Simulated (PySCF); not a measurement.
C3H9S, SMILES C[S+](C)C, charge +1.

Coordinates come from a PBE0-D3(BJ)/def2-SVP optimisation.

Method: PBE/def2-TZVP run with PySCF.

Gas-phase values at a fixed geometry.

```
Quantity                                                          Result
------------------------------------------------  ----------------------
total energy                                          -517.38058 hartree
point group                                                          C3v
highest occupied level                                         -12.91 eV
lowest empty level                                              -5.71 eV
orbital gap                                                      7.20 eV
dipole moment about the centre of nuclear charge                  0.91 D
mean static polarisability                          53.6 bohr³ (7.94 Å³)
polarisability, principal values                  44.6, 58.1, 58.1 bohr³
```
